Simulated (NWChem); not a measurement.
System: GaH$_{3}$Se; SMILES [GaH2][SeH]

Input file for NWChem:

```
start job
memory heap 200 mb stack 900 mb global 1100 mb
geometry units angstroms noautosym nocenter noautoz
  Ga     0.013957     1.236581     0.000000
  H     -1.381413     1.940613     0.000000
  H      1.410891     1.938140     0.000000
  Se    -0.055303    -1.084518     0.000000
  H      1.408332    -1.226966     0.000000
end
basis spherical
  Ga library def2-svpd
  H library def2-svpd
  Se library def2-svpd
end
dft
  xc slater vwn_5
  iterations 150
end
property
  response 1 0.0
end
task dft property
```

Excerpt of the output:

```
             Northwest Computational Chemistry Package (NWChem) 7.3.0
             --------------------------------------------------------

                             Geometry "geometry" -> ""
                             -------------------------

 Output coordinates in angstroms (scale by  1.889725989 to convert to a.u.)

  No.       Tag          Charge          X              Y              Z
 ---- ---------------- ---------- -------------- -------------- --------------
    1 Ga                  31.0000     0.01395700     1.23658100     0.00000000
    2 H                    1.0000    -1.38141300     1.94061300     0.00000000
    3 H                    1.0000     1.41089100     1.93814000     0.00000000
    4 Se                  34.0000    -0.05530300    -1.08451800     0.00000000
    5 H                    1.0000     1.40833200    -1.22696600     0.00000000

 Effective nuclear repulsion energy (a.u.)     290.4948708560

                              NWChem Property Module
                              ----------------------

                                 NWChem DFT Module
                                 -----------------

 Summary of "ao basis" -> "ao basis" (spherical)
 ------------------------------------------------------------------------------
       Tag                 Description            Shells   Functions and Types
 ---------------- ------------------------------  ------  ---------------------
 Ga                        def2-svpd                14       38   6s4p4d
 H                         def2-svpd                 4        8   2s2p
 Se                        def2-svpd                15       41   6s5p4d

            General Information
            -------------------
          SCF calculation type: DFT
          Wavefunction type:  closed shell.
          No. of atoms     :     5
          No. of electrons :    68
           Alpha electrons :    34
            Beta electrons :    34
          Charge           :     0
          Spin multiplicity:     1
          Use of symmetry is: off; symmetry adaption is: off
          Maximum number of iterations: 150
          AO basis - number of functions:   103
                     number of shells:    41
          Convergence on energy requested:  1.00D-06
          Convergence on density requested:  1.00D-05
          Convergence on gradient requested:  5.00D-04

              XC Information
              --------------
                        Slater Exchange Functional  1.000 local
                      VWN V Correlation Functional  1.000 local

             Grid Information
             ----------------
          Grid used for XC integration:  medium
          Radial quadrature: Mura-Knowles
          Angular quadrature: Lebedev.
          Tag              B.-S. Rad. Rad. Pts. Rad. Cut. Ang. Pts.
          ---              ---------- --------- --------- ---------
          Ga                  1.30      112          12.0       590
          H                   0.35       45          12.0       434
          Se                  1.15      112          13.0       590
          Grid pruning is: on
          Number of quadrature shells:   359
          Spatial weights used:  Erf1

      Superposition of Atomic Density Guess
      -------------------------------------

 Sum of atomic energies:       -4323.98770813

      Non-variational initial energy
      ------------------------------

 Total energy =   -4324.413001
 1-e energy   =   -6608.525600
 2-e energy   =    1993.617728
 HOMO         =      -0.314395
 LUMO         =      -0.003279

   convergence    iter        energy       DeltaE   RMS-Dens  Diis-err
 ---------------- ----- ----------------- --------- --------- ---------
 d= 0,ls=0.0,diis     1  -4321.1847922051 -4.61D+03  1.33D-02  5.91D-01
 d= 0,ls=0.0,diis     2  -4321.1690786579  1.57D-02  8.88D-03  5.18D-01
 d= 0,ls=0.0,diis     3  -4321.2149272090 -4.58D-02  4.51D-03  1.11D-01
 d= 0,ls=0.0,diis     4  -4321.2330363757 -1.81D-02  9.27D-04  2.05D-02
 d= 0,ls=0.0,diis     5  -4321.2350209587 -1.98D-03  3.51D-04  8.89D-04
  Resetting Diis
 d= 0,ls=0.0,diis     6  -4321.2351081027 -8.71D-05  8.53D-05  3.84D-05
 d= 0,ls=0.0,diis     7  -4321.2351139074 -5.80D-06  3.35D-05  2.77D-06
 d= 0,ls=0.0,diis     8  -4321.2351134221  4.85D-07  2.48D-05  4.92D-06
 d= 0,ls=0.0,diis     9  -4321.2351143013 -8.79D-07  6.04D-06  5.46D-07

         Total DFT energy =    -4321.235114301346
      One electron energy =    -6607.132189537201
           Coulomb energy =     2152.138485703614
    Exchange-Corr. energy =     -156.736281323789
 Nuclear repulsion energy =      290.494870856030

 Numeric. integr. density =       68.000011370570

                       DFT Final Molecular Orbital Analysis
                       ------------------------------------

 Vector   32  Occ=2.000000D+00  E=-2.830507D-01
              MO Center= -3.3D-01,  1.4D+00,  5.8D-10, r^2= 3.2D+00
   Bfn.  Coefficient  Atom+Function         Bfn.  Coefficient  Atom+Function
  ----- ------------  ---------------      ----- ------------  ---------------
    39      0.353716  2 H  s                 13     -0.297931  1 Ga px
    47     -0.226746  3 H  s                 40      0.203083  2 H  s
    10      0.170293  1 Ga px                68     -0.153286  4 Se py
    16     -0.148180  1 Ga px                71     -0.142337  4 Se py
    48     -0.140826  3 H  s                 14      0.113741  1 Ga py

 Vector   33  Occ=2.000000D+00  E=-2.706010D-01
              MO Center=  2.5D-01, -1.1D-01, -5.5D-10, r^2= 4.0D+00
   Bfn.  Coefficient  Atom+Function         Bfn.  Coefficient  Atom+Function
  ----- ------------  ---------------      ----- ------------  ---------------
    68      0.389730  4 Se py                71      0.374323  4 Se py
    14     -0.247026  1 Ga py                65     -0.246620  4 Se py
    47     -0.243601  3 H  s                 58     -0.151725  4 Se s
    48     -0.139419  3 H  s                 11      0.138161  1 Ga py
    67      0.132142  4 Se px                70      0.126976  4 Se px

 Vector   34  Occ=2.000000D+00  E=-2.365243D-01
              MO Center= -3.3D-03, -8.4D-01, -4.1D-09, r^2= 2.2D+00
   Bfn.  Coefficient  Atom+Function         Bfn.  Coefficient  Atom+Function
  ----- ------------  ---------------      ----- ------------  ---------------
    72      0.517525  4 Se pz                69      0.487326  4 Se pz
    66     -0.307823  4 Se pz                15      0.146300  1 Ga pz
    63      0.100202  4 Se pz                18      0.086806  1 Ga pz
    12     -0.075903  1 Ga pz                75      0.054863  4 Se pz
    20      0.046377  1 Ga d -1              30     -0.028940  1 Ga d -1

 Vector   35  Occ=0.000000D+00  E=-9.553916D-02
              MO Center=  1.6D-02,  1.1D+00,  1.4D-09, r^2= 4.0D+00
   Bfn.  Coefficient  Atom+Function         Bfn.  Coefficient  Atom+Function
  ----- ------------  ---------------      ----- ------------  ---------------
    18      0.535787  1 Ga pz                15      0.473686  1 Ga pz
    72     -0.254691  4 Se pz                12     -0.228096  1 Ga pz
    69     -0.202300  4 Se pz                66      0.122232  4 Se pz
     9      0.073715  1 Ga pz                92      0.070133  4 Se d -1
    35      0.055999  1 Ga d -1              46      0.048963  2 H  pz

 Vector   36  Occ=0.000000D+00  E=-4.221747D-02
              MO Center=  2.9D-01,  1.7D-01, -3.6D-10, r^2= 6.5D+00
   Bfn.  Coefficient  Atom+Function         Bfn.  Coefficient  Atom+Function
  ----- ------------  ---------------      ----- ------------  ---------------
     5      0.862691  1 Ga s                  6     -0.849843  1 Ga s
     4      0.636415  1 Ga s                 97     -0.338206  5 H  s
    71     -0.324817  4 Se py                48     -0.314069  3 H  s
    70      0.302785  4 Se px                 3     -0.265812  1 Ga s
    40     -0.226484  2 H  s                 96     -0.215142  5 H  s

 Vector   37  Occ=0.000000D+00  E=-3.796500D-02
              MO Center=  3.2D-01, -4.2D-01, -2.0D-08, r^2= 7.3D+00
   Bfn.  Coefficient  Atom+Function         Bfn.  Coefficient  Atom+Function
  ----- ------------  ---------------      ----- ------------  ---------------
    60      0.726400  4 Se s                 58     -0.454420  4 Se s
    59     -0.358644  4 Se s                  4      0.326367  1 Ga s
    57      0.245711  4 Se s                  5      0.211781  1 Ga s
    40     -0.199956  2 H  s                 17     -0.195955  1 Ga py
    71     -0.191954  4 Se py                67     -0.182626  4 Se px

     Multipole analysis of the density
     ---------------------------------

     L   x y z        total         alpha         beta         nuclear
     -   - - -        -----         -----         ----         -------
     0   0 0 0     -0.000000    -34.000000    -34.000000     68.000000

     1   1 0 0      0.224701      0.121634      0.121634     -0.018567
     1   0 1 0      0.226593     -3.772156     -3.772156      7.770905
     1   0 0 1      0.000000      0.000000      0.000000      0.000000

[...]

 DFT Linear Response polarizability / au
 Frequency  =       0.0000000 / au
              X              Y              Z
 -----------------------------------------------
 X      60.7202845     -0.9333554      0.0000001
 Y      -0.9333548     85.0000484      0.0000003
 Z       0.0000001      0.0000003     50.9268516
 -----------------------------------------------
 Eigenvalues =      60.6844576     85.0358753     50.9268516
 Isotropic   =      65.5490615
 Anisotropic =      30.4271910
 -----------------------------------------------

 Magnetic Dipole Response Matrix (nonzero elements):

 Exiting AOResponse driver routine
```

Level: LDA (Slater exchange, VWN5)/def2-SVPD. All runs use the structure optimised with PBE0/def2-SVP.
